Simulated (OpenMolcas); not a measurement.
**Mn3+, Tc3+, Re3+: d4 down the group**

```
Program             : OpenMolcas 26.06
Method              : SS-RASPT2, IPEA 0.25 Eh, imaginary shift 0.1 Eh
Basis               : ANO-R2
Scalar Hamiltonian  : X2C, finite nucleus
Spin-orbit coupling : RASSI with atomic mean-field integrals over the reference wave functions, term energies averaged over their components
```

Active space for each ion: 10 electrons in 8 orbitals (RAS1 p, at most 2 holes; RAS2 d); closed shells correlated by CASPT2: Mn3+ 3s; Tc3+ 4s; Re3+ 5s.

Computed levels in cm-1 above 5D0:

```
                               Level   Mn3+   Tc3+   Re3+
                                 5D1    105    357   3300
                                 5D2    308    975   6390
                                 5D3    602   1766   8920
                                 5D4    975   2680  10820
                              3P0(1)  21280  15090  15970
                                 3H4  21760  16050  18310
                              3P1(1)  21910  16950  21540
                                 3H5  21980  16900  22530
                                 3H6  22230  17620  24460
weight of 5D in the lowest level (%)    100     98     68
```

Mixed levels, with the weight of the term that names them: Re3+ 5D0 (68 %), Re3+ 3P0(1) (56 %), Re3+ 3H4 (58 %).

Measured, with the error of the calculation in %. Measured levels: Mn3+ from Corliss and Sugar, J. Phys. Chem. Ref. Data 6, 1253 (1977); Re3+ from the list in Brasseur, Gamrath and Quinet, At. Data Nucl. Data Tables 157, 101636 (2024).

```csv
Level,Mn3+,Re3+
5D1,99.0 (+5.6),3084 (+7.0)
5D2,287 (+7.5),5979 (+6.8)
5D3,552 (+9.0),8350 (+6.8)
5D4,886 (+10.1),10121 (+6.9)
3P0(1),20654 (+3.0),
3H4,21281 (+2.3),16946 (+8.0)
3P1(1),21279 (+3.0),19340 (+11.4)
3H5,21475 (+2.4),20930 (+7.7)
3H6,21679 (+2.6),22896 (+6.8)
```

The fine-structure level 5D4 changes by a factor of 11.1 from Mn3+ to Re3+.

Without spin-orbit coupling 3P(1) lies 21840, 16390, 14190 cm-1 above 5D in that order; the difference to the level 3P0(1), of either sign, comes from spin-orbit coupling, which also lowers the zero.

CASPT2 does not keep the components of a term degenerate, so their means are used; among the terms shown or strongly mixed into the levels shown the widest spread is 220 cm-1 (5d4 3F(1), Re3+). Active for correlation alone: 3p; no level in the range computed is led by a configuration that opens it, so any true level of that kind is missing (holds for Mn3+). Active for correlation alone: 4p; no level in the range computed is led by a configuration that opens it, so any true level of that kind is missing (holds for Tc3+). Active for correlation alone: 5p; no level in the range computed is led by a configuration that opens it, so any true level of that kind is missing (holds for Re3+). Computed and measured levels are paired by configuration, term and J; levels that our copy of the source lacks, or whose pairing is in doubt (as where it misses far off the trend of its configuration), stay unpaired and out of the deviations. Levels of configurations outside the active space are missing.

A number in round brackets counts repeated terms of one configuration in the order of the reference energies.
